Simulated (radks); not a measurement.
The numbers below are computed, except where a source is named.
Species: the rhenium ion Re3+. Configuration: [Xe] 4f14 5d4 (the NIST ground configuration).

Level of theory: non-relativistic Kohn-Sham, PBE, spin-polarised, spherical densities, point nucleus; open shells are filled with parallel spins first (spin-orbit coupling, left out, can overturn this in heavy ions); relativity is left out, which matters for an element this heavy (a radial shooting solver on a logarithmic mesh with Libxc functionals).

Energy parts (eV):
total: -429568.41
kinetic: 429460.06
electron-nucleus: -1020857.40
Hartree: 170340.95
exchange-correlation: -8512.02

Orbitals (lengths in bohr, moments of r in powers of bohr; <r^-3> diverges for s and p1/2):
| orbital | occ. | eigenvalue (eV) | <r^2> | <r^-3> |
|---|---|---|---|---|
| 1s up | 1 | -65593.61 | 0.0005450 | - |
| 1s down | 1 | -65593.62 | 0.0005450 | - |
| 2s up | 1 | -10840.83 | 0.008521 | - |
| 2s down | 1 | -10840.57 | 0.008521 | - |
| 2p up | 3 | -10399.00 | 0.006298 | 14800 |
| 2p down | 3 | -10398.80 | 0.006297 | 14800 |
| 3s up | 1 | -2510.904 | 0.05329 | - |
| 3s down | 1 | -2510.820 | 0.05329 | - |
| 3p up | 3 | -2305.436 | 0.04924 | 3177 |
| 3p down | 3 | -2305.347 | 0.04924 | 3177 |
| 3d up | 5 | -1922.416 | 0.03822 | 561.3 |
| 3d down | 5 | -1922.250 | 0.03822 | 561.3 |
| 4s up | 1 | -532.4328 | 0.2609 | - |
| 4s down | 1 | -532.2421 | 0.2609 | - |
| 4p up | 3 | -446.0092 | 0.2700 | 727.6 |
| 4p down | 3 | -445.8062 | 0.2699 | 727.3 |
| 4d up | 5 | -288.2615 | 0.2919 | 111.7 |
| 4d down | 5 | -288.0103 | 0.2916 | 111.7 |
| 4f up | 7 | -81.3044 | 0.3934 | 21.93 |
| 4f down | 7 | -80.8704 | 0.3876 | 22.06 |
| 5s up | 1 | -99.5201 | 1.444 | - |
| 5s down | 1 | -97.0511 | 1.424 | - |
| 5p up | 3 | -73.9504 | 1.744 | 109.1 |
| 5p down | 3 | -71.1767 | 1.723 | 112.2 |
| 5d up | 4 | -35.2001 | 3.114 | 9.779 |
| 5d down | 0 | -32.0787 | 3.172 | 9.871 |

The highest occupied level is 5d up at -35.200 eV. The electron density at the nucleus is 3.022e+05 e/bohr^3.
